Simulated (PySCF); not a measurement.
## Predicted spectroscopic data

Computed data (PySCF 2.14): NMR shieldings at PBE0/pcSseg-1/GIAO, coordinates at the GFN2-xTB level. Non-relativistic, a single conformation, isolated molecule, one averaged value for each set of equivalent atoms.

δ = σ(ref) − σ, references computed at the same level: 1H (31.72 ppm), 13C (186.93 ppm) against TMS. Splittings of carbon signals by F and P are missing where no couplings were computed. Where no couplings were computed, multiplicities follow the n + 1 count of equivalent neighbours, and m marks all less simple cases (inequivalent or close neighbours, rings, F or P nearby). Shifts are as computed. Against solution values, carbons near 30 ppm lie about +3 ppm off and those near 130 ppm about +5 ppm; carbons on Cl a further +6 ppm. Of 1211 compounds with measured shifts, 218 miss one by over three times the rms of a fit or turn the order of signals round; such compounds aren't used in these exercises. Carbons bonded to Cl come out too deshielded.

**1.** `C1(C[SiH3])=C(C)C=C(Cl)C=C1`, C8H11ClSi. 1H NMR (400 MHz, computed): δ 7.39 (s, 1H), 7.38 (m, 1H), 7.31 (m, 1H), 3.87 (t, 3H), 2.37 (s, 3H), 2.26 (q, 2H). 13C{1H} NMR (computed): δ 142.2, 141.7, 141.1, 136.2, 135.0, 132.8, 23.1, 17.8.

**2.** SMILES Cc1cccc(C(=C)C)c1, C10H12. 1H NMR (400 MHz, computed): δ 7.59 (s, 1H), 7.53 (m, 1H), 7.38 (m, 1H), 7.33 (d, 1H), 5.52 (m, 1H), 5.41 (m, 1H), 2.51 (s, 3H), 2.25 (s, 3H). 13C{1H} NMR (computed): δ 154.5 (C), 148.8 (C), 143.4 (C), 133.7 (CH), 133.5 (CH), 132.7 (CH), 127.3 (CH), 119.2 (CH2), 25.1 (CH3), 24.2 (CH3).

**3.** `FC(=O)CCC(F)(F)F`, C4H4F4O. 1H NMR (400 MHz, computed): δ 2.80 (m, 2H), 2.53 (m, 2H). 13C{1H} NMR (computed): δ 171.7 (C), 135.1 (C), 32.8 (CH2), 28.8 (CH2).
